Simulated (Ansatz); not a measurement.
Al7H, relaxed as a singlet with RKS B3LYP-D4/def2-SVP in Ansatz, starting from the GFN1-xTB geometry. Force threshold 0.02 eV/Å.

The restricted singlet is unstable towards broken spin symmetry in Hartree–Fock (as tested in another run); at B3LYP-D4/def2-SVP this wasn't settled. The structure comes from a short search, and lower isomers may exist.

Start:

```xyz
8

Al    0.900    1.476    1.471
Al   -0.561   -1.634    1.051
Al    1.374   -0.372   -0.233
Al   -1.541    0.032   -0.853
Al   -0.879    0.128    2.851
Al    0.471   -0.156   -2.854
Al   -1.851    1.725    0.982
H     2.086   -1.199   -2.415
```

Task: Estimate the energy that the relaxation releases and the steps that it takes.

Result: 1.83 eV, in 27 steps; 57 s on 4 threads of AMD EPYC 7B13 on a shared host. No frequencies were taken in this run, so the end may be a saddle point.

Task: Does the start keep its bonding?

Result: Bonds formed: Al1–Al2, Al1–Al6, Al3–H8, Al6–Al7, Al6–H8 (atoms count from 1).

Task: Predict the relaxed structure.

Result: 
```xyz
8

Al    1.151    0.800    1.084
Al   -0.473   -1.542    1.258
Al    1.311   -1.230   -0.599
Al   -1.604   -0.923   -0.970
Al   -0.944    0.861    2.848
Al    0.596    1.026   -1.483
Al   -1.453    1.430    0.053
H     1.416   -0.421   -2.191
```
Bond lengths (bridged metal pairs left out): 10 × Al–Al 2.57 to 2.90 Å; 2 × Al–H 1.79 to 1.81 Å.
